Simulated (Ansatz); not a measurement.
Start from `[CH3][Al]([SiH3])[Br]` and change one atom or group to get `C[NH][Al]([CH3])[SiH3]`.

Ansatz, PBE0-D4/def2-TZVP geometries, multiplicity 1. Each molecule was computed in one conformer, which needn't be the lowest.

Scalar relativity is left out up to krypton.

```csv
property,`[CH3][Al]([SiH3])[Br]`
HOMO energy (ωB97M-V/def2-TZVPP) / eV,-9.50
LUMO energy (PBE0/def2-TZVPP) / eV,-1.69
HOMO energy (B3LYP/def2-TZVPP) / eV,-7.29
size of the dipole moment (ωB97M-V/def2-TZVPP) / D,1.78
HOMO–LUMO gap (PBE0/def2-TZVPP) / eV,5.80
HOMO–LUMO gap (ωB97M-V/def2-TZVPP) / eV,9.48
```

(1) What does the change do to each property? (An estimate is asked.)

Results:

(1) Computed: 
```tsv
property	`C[NH][Al]([CH3])[SiH3]`	shift
HOMO energy (ωB97M-V/def2-TZVPP) / eV	-9.17	0.33
LUMO energy (PBE0/def2-TZVPP) / eV	-0.79	0.90
HOMO energy (B3LYP/def2-TZVPP) / eV	-6.61	0.68
size of the dipole moment (ωB97M-V/def2-TZVPP) / D	1.77	-0.01
HOMO–LUMO gap (PBE0/def2-TZVPP) / eV	6.03	0.23
HOMO–LUMO gap (ωB97M-V/def2-TZVPP) / eV	10.02	0.54
```

With PBE0 the HOMO rises by 0.67 eV and the LUMO rises by 0.90 eV, so the gap widens by about 0.23 eV. PBE moves the HOMO by 0.83 eV and ωB97M-V by 0.33 eV. Dipoles are sizes alone; their direction can turn.

B3LYP here is the variant with VWN-RPA as its local correlation; programs differ in this.

Spin–orbit coupling is left out; it splits and shifts lone-pair levels of the heavy atoms by tenths of an eV.
